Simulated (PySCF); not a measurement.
Ligands exchanged one at a time, Si SiH3-C2H5. Gas-phase values, no solvent. One relaxed conformer stands for each flexible species; it need not be the lowest. Strings in code marks are SMILES.

Level of theory: PBE-D3(BJ)/def2-TZVP // PBE-D3(BJ)/def2-SVP (PySCF). Excitations are Tamm–Dancoff values on a coarser integration grid. The basis has no diffuse functions, so Rydberg states are missing or too high.

| species | S1–T1 gap (TDA) (eV) | T1 excitation (TDA) (eV) | LUMO (eV) |
|---|---|---|---|
| 0 of 4 SiH3 replaced by C2H5 (`[SiH3][Si]([SiH3])([SiH3])[SiH3]`) | – | – | [?] |
| 1 of 4 SiH3 replaced by C2H5 (`[SiH3][Si]([SiH3])([SiH3])CC` (C–C–Si–Si torsion 60°)) | 0.51 | [?] | [?] |
| 2 of 4 SiH3 replaced by C2H5 (`CC[Si]([SiH3])([SiH3])CC` (C–C–Si–Si torsion -60°, Si–Si–C–C torsion 176°)) | 0.75 | 5.03 | -0.99 |
| 3 of 4 SiH3 replaced by C2H5 (`CC[Si]([SiH3])(CC)CC`) | 0.67 | 5.55 | -0.37 |
| 4 of 4 SiH3 replaced by C2H5 (`CC[Si](CC)(CC)CC`) | 0.09 | 6.43 | – |

### Question
Fill in the missing entries.

### Answer

- 0 of 4 SiH3 replaced by C2H5 (`[SiH3][Si]([SiH3])([SiH3])[SiH3]`), LUMO (eV): -1.17
- 1 of 4 SiH3 replaced by C2H5 (`[SiH3][Si]([SiH3])([SiH3])CC` (C–C–Si–Si torsion 60°)), T1 excitation (TDA) (eV): 5.10
- 1 of 4 SiH3 replaced by C2H5 (`[SiH3][Si]([SiH3])([SiH3])CC` (C–C–Si–Si torsion 60°)), LUMO (eV): -1.25
